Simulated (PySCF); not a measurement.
## Solvent effects on NMR parameters

Geometry (Å), atoms numbered from 1 in this order:
```xyz
15

F     0.999   -1.150   -1.396
C     0.543   -1.137   -0.099
C    -0.948   -0.879   -0.077
C    -1.071    0.612   -0.443
C     0.245    1.267    0.029
C     1.085    0.122    0.574
F     2.406    0.289    0.390
F     0.882   -0.020    1.914
H     0.877   -2.054    0.409
H    -1.313   -1.065    0.945
H    -1.488   -1.550   -0.759
H    -1.959    1.072    0.012
H    -1.174    0.721   -1.531
H     0.109    2.021    0.816
H     0.793    1.735   -0.800
```

GIAO PBE0/pcSseg-1 in PySCF on one PBE0-D3(BJ)/def2-SVP conformer, non-relativistic, equivalent nuclei averaged. Solvents enter as an IEF-PCM continuum (tetrahydrofuran with ε = 7.4, methanol with ε = 32.6) around the gas-phase geometry. Shifts are referred to CFCl3, TMS computed in the same medium.

Gas phase, δ in ppm: F8 -115.9, F7 -137.4, F1 -221.0, C6 131.3, C2 94.3, C5 32.6, C3 31.2, C4 20.9, H9 4.38, H15 2.19, H13 2.09, H14 2.02, H11 1.90, H12 1.70. Dipole moment 2.37 D.

(1) How does each δ change in the continuum?

(2) Which nuclei move most (in ppm), and what does the model miss?

Answers

(1) 
```csv
atoms,environment,"Δδ, tetrahydrofuran","Δδ, methanol"
F8,fluorine of a CF2 group,-0.1,0.0
F7,fluorine of a CF2 group,-2.1,-2.4
F1,fluorine on an sp3 carbon,-2.8,-3.3
C6,fully substituted sp3 carbon bonded to 2 F,+1.9,+2.3
C2,sp3 CH bonded to F,+1.6,+1.9
C5,sp3 CH2 in a ring,+0.7,+0.9
C3,sp3 CH2 in a ring,+0.8,+1.0
C4,sp3 CH2 in a ring,+0.6,+0.7
H9,hydrogen on an sp3 CH bonded to F,+0.21,+0.25
H15,hydrogen on an sp3 CH2 in a ring,+0.06,+0.07
H13,hydrogen on an sp3 CH2 in a ring,+0.04,+0.04
H14,hydrogen on an sp3 CH2 in a ring,+0.15,+0.18
H11,hydrogen on an sp3 CH2 in a ring,+0.14,+0.16
H12,hydrogen on an sp3 CH2 in a ring,+0.14,+0.16
```

Changes are relative to the gas phase. The dipole moment becomes 2.79 D in tetrahydrofuran, 2.87 D in methanol.

(2) F1 (fluorine on an sp3 carbon, -3.3 ppm) in methanol. A continuum only polarises the solute; specific hydrogen bonds, the anisotropy of aromatic solvents and changes of geometry or conformer are outside it.
